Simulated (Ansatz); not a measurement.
**Worked example: InH3 + B(CH3)(SH)2 → InH2(SH) + BH(CH3)(SH)**

Species: InH3 `[InH3]`, singlet; B(CH3)(SH)2, singlet; InH2(SH), singlet; BH(CH3)(SH), singlet. The partners trade H for SH: In–H and B–SH bonds give way to In–SH and B–H.

Shapes, held fixed at every level: PBE0-D4/def2-TZVP. Flexible molecules stand in one conformer, not always the lowest. Programs: Ansatz 0.2.0. Electronic energies: no zero-point or thermal term.

At CCSD(T)/def2-TZVPP; 1 Eh = 2625.50 kJ/mol:

```
    species  energy (Eh)
       InH3  -191.238851
B(CH3)(SH)2  -861.364346
   InH2(SH)  -589.028882
BH(CH3)(SH)  -463.586853
```

Problem. Work out ΔE of the reaction at this level.

Solution. 
1. Products less reactants: (-589.028882) + (-463.586853) − [(-191.238851) + (-861.364346)] = -0.012538 Eh = -32.9 kJ/mol.

Other levels give -44.9 (HF/def2-TZVPP) to -29.5 kJ/mol (PBE0-D4/def2-TZVPP). No measured value is set beside it here. For atoms past krypton def2 sets carry core potentials with scalar relativity. Outer-core shells of In are correlated, in sets that cover them unevenly.
